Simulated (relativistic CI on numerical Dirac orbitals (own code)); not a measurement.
# Mn²⁺ in a cubic cluster: L2,3 absorption with charge transfer

Computed with a charge-transfer multiplet model of a cubic metal-ligand cluster with up to 3 ligand holes, Slater and spin-orbit integrals from Dirac-Coulomb-Breit ions, Slater integrals scaled by 0.8. The ground state mixes d5 with configurations of k ligand holes L, whose averages lie at kΔ + k(k − 1)U_dd/2; a core hole lowers each added d electron by U_cd. 20 K, Lorentzian 0.4 eV and Gaussian 0.3 eV FWHM.

Atomic integrals in eV (Slater integrals scaled, ζ unscaled), ground: F2dd 8.204, F4dd 5.095, zeta_d 0.037; with the core hole: F2dd 8.873, F4dd 5.517, zeta_d 0.052, zeta_core 6.792, F2cd 5.084, G1cd 3.747, G3cd 2.127.

Cluster parameters (eV): Δ = 4.3, U_dd = 5.3, U_cd = 6.6, 10Dq(ligand) = 0.3, V(eg) = 3, V(t2g) = -1.39, final-state hopping factor = 0.8.

| Case | n_d | d5 | d6L | d7L2 | d8L3 | S |
| --- | --- | --- | --- | --- | --- | --- |
| 10Dq = 0.45 eV | 5.32 | 0.70 | 0.27 | 0.02 | 0.00 | 2.50 |
| 10Dq = 0.75 eV | 5.32 | 0.71 | 0.27 | 0.02 | 0.00 | 2.50 |
| 10Dq = 1.65 eV | 5.54 | 0.53 | 0.40 | 0.07 | 0.00 | 0.51 |

Weights, n_d and S are thermal averages at 20 K. Photon energies count from the first peak over 30 % of the highest in each spectrum, which can be another peak from case to case. The parameters are a model scan and need not match a compound or its usual spin state. Peaks in eV (height, largest 100):
- 10Dq = 0.45 eV: -1.2 (29), 0.0 (100), 2.8 (10), 9.8 (15), 11.3 (20), 11.9 (19)
- 10Dq = 0.75 eV: 0.0 (34), 1.4 (100), 4.1 (9), 10.9 (14), 12.5 (21), 13.4 (16)
- 10Dq = 1.65 eV: 0.0 (35), 1.8 (46), 3.1 (100), 4.8 (16), 13.1 (55), 14.5 (12)

Curve for 10Dq = 0.45 eV (points under 2 left out, the grid thinned):

| E (eV) | Intensity |
| --- | --- |
| -2.6 | 2.1 |
| -2.3 | 3.2 |
| -1.9 | 7.8 |
| -1.6 | 15.6 |
| -1.2 | 28.7 |
| -0.9 | 23.1 |
| -0.6 | 24.3 |
| -0.2 | 69.8 |
| 0.1 | 99.5 |
| 0.4 | 66.7 |
| 0.8 | 42.8 |
| 1.1 | 32.9 |
| 1.5 | 20.8 |
| 1.8 | 13.7 |
| 2.1 | 10.6 |
| 2.5 | 9.8 |
| 2.8 | 10.2 |
| 3.2 | 8.7 |
| 3.5 | 7.3 |
| 3.8 | 5.0 |
| 4.2 | 4.3 |
| 4.5 | 4.6 |
| 4.8 | 3.7 |
| 5.2 | 2.4 |
| 5.5 | 2.2 |
| 5.9 | 2.1 |
| 6.8 | 2.0 |
| 7.1 | 2.2 |
| 8.2 | 2.1 |
| 8.5 | 2.5 |
| 8.9 | 3.5 |
| 9.2 | 5.5 |
| 9.5 | 10.5 |
| 9.9 | 14.6 |
| 10.2 | 11.1 |
| 10.6 | 11.7 |
| 10.9 | 14.0 |
| 11.2 | 19.4 |
| 11.6 | 17.8 |
| 11.9 | 18.6 |
| 12.2 | 17.0 |
| 12.6 | 7.6 |
| 12.9 | 4.4 |
| 13.3 | 2.6 |
| 13.6 | 2.0 |

For the case 10Dq = 0.75 eV, Δ = 4.3 eV is smaller than U_dd = 5.3 eV, the charge-transfer side of the Zaanen-Sawatzky-Allen scheme. With the core hole the configuration with one ligand hole lies at Δ + U_dd − U_cd = 3.0 eV above the one without, against Δ in the ground state. The added d electron screens the hole, so the order of the configurations is kept and charge-transfer satellites are weaker than in photoemission. The thermal average of S changes within this range, from 2.5 to 0.5; a value between half-integers is an average over states of different spin.
